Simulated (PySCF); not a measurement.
# UHF on Cl (chlorine, neutral)

Configuration: [Ne] 3s2 3p5, 2P determinant. Computed with PySCF 2.14 in def2-TZVP, with no relativity, point nucleus.

| Quantity | Value |
| --- | --- |
| Total energy | -459.476810 hartree |
| One-electron energy | -634.8672 hartree |
| Hartree (Coulomb) energy | 202.9359 hartree |
| Exchange energy | -27.5455 hartree |
| Kinetic energy | 459.46957 hartree |
| ⟨S²⟩ | 0.7598 |
| ⟨L²⟩ | 2.035 |
| Sum of ⟨r⟩ | 15.81 bohr |
| Sum of ⟨r²⟩ | 27.52 bohr² |
| Traceless quadrupole moment −½Σ⟨3z² − r²⟩ along its main axis | 1.67 e·bohr² |
| Density at the nucleus (Gaussians lack the cusp) | 3100 bohr⁻³ |
| Spin density at the nucleus | 0.152 bohr⁻³ |
| Langevin diamagnetic susceptibility | -21.8 ×10⁻⁶ cm³/mol |
| Time after the integrals | 0.18 s of wall time on 1 thread of Neoverse-N1 (shared host) |

```tsv
shell	electrons	mean orbital energy (eV)	spread (eV)	rms radius, mean of both spins (bohr)
1s α	1	-2854.1	0	0.106
1s β	1	-2853.8	0	0.106
2s α	1	-288.75	0	0.481
2s β	1	-288.45	0	0.481
2p α	3	-219.90	0.660	0.452
2p β	3	-219.33	0.536	0.452
3s α	1	-30.882	0	1.68
3s β	1	-27.582	0	1.68
3p α	3	-14.355	2.147	2.01
3p β	2	-13.051	0	2.01
```
